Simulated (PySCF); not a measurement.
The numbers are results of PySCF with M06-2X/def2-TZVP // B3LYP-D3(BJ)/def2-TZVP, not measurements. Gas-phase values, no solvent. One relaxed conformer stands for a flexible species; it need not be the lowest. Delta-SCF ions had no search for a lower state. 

Reference species (SMILES): `BCBO` (neutral, multiplicity 1).

| Property | Value |
|---|---|
| HOMO–LUMO gap | 9.34 eV |
| S1 oscillator strength | 0.006 |
| vertical ionisation energy (Delta-SCF) | 11.20 eV |
| LUMO | -0.63 eV |

After one change: the HOMO–LUMO gap drops by 1.27 eV; the S1 oscillator strength stays essentially unchanged; the vertical ionisation energy (Delta-SCF) falls by 0.95 eV; the LUMO falls by 0.32 eV.

### Question
Name the change that produced these shifts. The new species is one of these.
A. `BBCO`
B. `BC(B)O`
C. `BBOC`
D. `CBBO` (C–B–B–O torsion -95°, B–B–O–H torsion 0°)

### Answer
C, `BBOC`
